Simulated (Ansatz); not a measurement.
Two isomers of C3H8BN: A = `C/C=C\BN`, B = `BNC(=C)C`.

Calculated with Ansatz (gas phase, PBE0-D4/def2-TZVP geometries, no zero-point term in ΔE). CCSD(T)/CBS adds triple-zeta CCSD(T) − MP2 to the extrapolated MP2 energy (def2 sets, frozen cores). Functionals use def2-TZVPP. B3LYP here is the variant with VWN-RPA as its local correlation; programs differ in this. One conformer a species, not always the lowest.

A:

Z-matrix (Å, degrees):
```
C
C 1 1.489
H 1 1.095 2 110.4
H 1 1.089 2 112.4 3 -121.5
H 1 1.095 2 110.4 3 117.1
C 2 1.339 1 127.1 3 121.6
H 2 1.091 1 114.5 3 -58.4
B 6 1.548 2 126.7 1 -0.0
H 6 1.092 2 115.4 1 179.9
N 8 1.395 6 119.9 2 179.6
H 8 1.199 6 123.2 2 -0.4
H 10 1.005 8 123.2 6 -180.0
H 10 1.007 8 123.2 6 0.0
```

B:

Z-matrix (Å, degrees):
```
C
C 1 1.490
H 1 1.093 2 111.1
H 1 1.089 2 110.0 3 120.6
H 1 1.093 2 111.1 3 -118.8
N 2 1.401 1 116.6 3 59.2
C 2 1.334 1 122.8 3 -120.8
B 6 1.395 2 129.9 1 0.1
H 6 1.010 2 112.3 1 -179.9
H 7 1.081 2 120.8 1 0.0
H 7 1.085 2 121.6 1 -180.0
H 8 1.196 6 117.4 2 -180.0
H 8 1.193 6 120.6 2 -0.0
```

Q: Which is lower in electronic energy at CCSD(T)/CBS, and by how much? (Estimate.)

A: The calculation gave: A, by 47.4 kJ/mol.

Q: Give E(B) − E(A) in kJ/mol with ωB97M-V, CCSD/def2-TZVPP, B3LYP, CCSD(T)/def2-TZVPP, PBE-D4, B2PLYP, B3LYP-D4. (An estimate is asked.)

A: Ansatz gave: ωB97M-V 47.0, CCSD/def2-TZVPP 47.3, B3LYP 48.4, CCSD(T)/def2-TZVPP 46.2, PBE-D4 44.9, B2PLYP 47.7, B3LYP-D4 45.0. None reverses the order clearly.

Largest T1 diagnostic: 0.013.

The D4 term adds −3.3 kJ/mol with B3LYP and −1.7 kJ/mol with PBE0; it sums over pairs of atoms, weighted by their polarisabilities, and B3LYP, whose exchange is more repulsive, gets the larger term.
